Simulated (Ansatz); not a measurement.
Input file for Ansatz (a quantum-chemistry and plane-wave program): R-BLYP/def2-TZVPP on HCl (SMILES Cl).

Ansatz 0.2 input:
```yaml
crystal:
  periodic: [false, false, false]
  atoms:
    - {symbol: Cl, position_ang: [-0.00000000, -0.00000000, 0.64100645]}
    - {symbol: H, position_ang: [0.00000000, 0.00000000, -0.64100645]}
basis:
  gaussian:
    orbitals: def2-TZVPP
hamiltonian:
  xc: {name: BLYP}
scf: {lower_state_search: off}
```

The log:

```
WARN ansatz: RAYON_NUM_THREADS=4 ignored (pool sized by the plan → 4); use --threads N
Functional definition: BLYP
these checks for a lower state are left out or cut short: stability, starts, cluster_reference, orbital_swaps, neighbouring_geometries, increment
integrals: 0.01 GiB planned
353 factors; their error is unknown
mean field: 0.13 GiB planned
mean field evaluation 1: about -12539.0219 eV, gradient 1.3e1 eV
mean field evaluation 2: about -12538.9596 eV, gradient 1.5e1 eV
mean field evaluation 4: about -12539.3978 eV, gradient 5.0e-1 eV
mean field evaluation 8: about -12539.3895 eV, gradient 4.0e-4 eV
mean field -12539.38952404 eV, -460.8140655048 hartree, gradient 8.7e-7 eV, S^2 0.000000; 0 other end points of the search recorded, 0 dependent functions left out
reference -12539.38972845 eV, -460.8140730171 hartree; 9, 9 occupied and 47, 47 virtual orbitals, 353 factors
Total energy: -12539.38972845 eV, -460.8140730171 hartree
Checks for a lower state left out: stability, starts, cluster_reference, orbital_swaps, neighbouring_geometries, increment
```

Self-consistency was reached.

Cost: very roughly 0.4 core-seconds.
